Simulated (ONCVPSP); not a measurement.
Before and after: ONCV potential for Sn

Sn (Z = 50), optimised norm-conserving Vanderbilt (ONCV), made with ONCVPSP 4.0.1 (revPBE, scalar-relativistic). Core [Kr], reference 4d10 5s1 5p3. Waves: 5s: rc 1.65 bohr, ncon 4, nbas 8, qcut 3.6 1/bohr, 2 projectors, debl 2.7 Ha; 5p: rc 2.00 bohr, ncon 3, nbas 6, qcut 4.6 1/bohr, 3 projectors, debl 2.9 Ha; 4d: rc 1.65 bohr, ncon 3, nbas 8, qcut 8.1 1/bohr, 2 projectors, debl 3.6 Ha. Local part: polynomial inside 1.60 bohr (lpopt 5, dvloc0 2 Ha). Core correction: Teter function, fcfact 4.25, rcfact 1.1.

All-electron outer shells of the reference configuration (revPBE, scalar-relativistic, ld1.x):

| shell | level (eV) | outermost node (bohr) | outermost maximum (bohr) |
| --- | --- | --- | --- |
| 4s | -135.49 | 0.40 | 0.74 |
| 4p | -91.25 | 0.41 | 0.79 |
| 4d | -27.31 | 0.39 | 0.88 |
| 5s | -11.34 | 0.98 | 1.99 |
| 5p | -4.27 | 1.09 | 2.52 |

Change: p: debl 0.3.

Cutoffs: the cutoffs (Ha) at which the residual kinetic energy of the hardest occupied pseudo-wave falls to 1 and 0.1 mHa per electron; they do not see the model core or the augmentation charge, which bear on the density cutoff. Errors are all-electron minus pseudo energies relative to the spin-unpolarised reference configuration.

Problem. How do hardness, ghosts and transferability respond?

Solution. The potential gets neither clearly harder nor softer (33 Ha and 63 Ha → 33 Ha and 63 Ha); a bound ghost appears in p, which as a rule spoils a file; the errors of the 4 common tests hardly move.

| quantity | base | changed |
| --- | --- | --- |
| cutoff, loose | 33 Ha | 33 Ha |
| cutoff, tight | 63 Ha | 63 Ha |
| bound ghosts | none | p |
| GHOST(+) flags under 300 eV | s at 66.9 eV, p at 202.7 eV | s at 66.9 eV, p at 281.0 eV |
| error for 4d10 5s2 5p2, meV [ΔE -6.96 eV] | -0.1 | -0.2 |
| error for 4d10 5s2 5p1, meV [ΔE -0.15 eV] | -4.2 | -4.3 |
| error for 4d10 5s2 5p0, meV [ΔE 13.70 eV] | -9.4 | -9.5 |
| error for 4d9 5s2 5p3, meV [ΔE 17.54 eV] | -116 | -118 |
| s: phases at 1.68 bohr within 0.05 rad from the reference energy up to (Ha; the scan ends near 5) | 2.4 | 2.4 |
| p: phases at 2.03 bohr within 0.05 rad from the reference energy up to (Ha; the scan ends near 5) | to the end of the scan | 5.0 |
| d: phases at 1.68 bohr within 0.05 rad from the reference energy up to (Ha; the scan ends near 5) | to the end of the scan | to the end of the scan |
| rms error of d²Exc/dni dnj with the model core, mHa | 2.86 | 2.86 |

 A true bound ghost makes a file unfit for plane-wave use even where its test errors are small: the radial tests pick states by their node count and pass the ghost by.
